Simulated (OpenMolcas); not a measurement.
A calculation on In.

| Quantity | Value |
| --- | --- |
| Program | OpenMolcas 26.06 |
| Method | SS-RASPT2, IPEA 0.25 Eh, imaginary shift 0.1 Eh (closed shells correlated: 4d 5s) |
| Basis | ANO-RCC-VQZP [8s7p5d3f2g] |
| Scalar Hamiltonian | DKH2, point nucleus |
| Active space | 1 electron in 9 orbitals (RAS2 5p; RAS3 5d 6s, at most 1 electron) |
| State averaging | 2S+1 = 2 odd, 3 roots; 2S+1 = 2 even, 1 root |
| Spin-orbit coupling | RASSI with atomic mean-field integrals over the reference wave functions, term energies averaged over their components |

Task: Which level of the active space comes out lowest?

Result: 5s² 5p ²P°_1/2, with 100 % of that term; it is also the measured ground level.

Task: How high does 5s² 5p ²P°_3/2 lie?

Result: 1884 cm⁻¹ above the lowest level; measured 2213 cm⁻¹ above the ground level, so the calculation is off by -15 %.

Task: How high does 5s² 6s ²S_1/2 lie?

Result: 38424 cm⁻¹ above the lowest level; measured 24373 cm⁻¹ above the ground level, so the calculation is off by +58 %.

Measured values: NIST Handbook of Basic Atomic Spectroscopic Data.

ANO sets are built for valence states and can reach diffuse excited orbitals poorly, and with the s shell closed the s pⁿ⁺¹ terms that mix with these levels are absent. With one active electron, CASPT2 adds the correlation within the correlated inactive shells and between them and that electron, and leaves the splitting within a term as the reference gives it. No level of 5s² 5d was computed, though it lies in the active space. Computed and measured levels are paired by configuration, term and J; levels that our copy of the source lacks, or whose pairing is in doubt (as where it misses far off the trend of its configuration), stay unpaired and out of the deviations. Only configurations of the active space appear.

° marks odd parity.
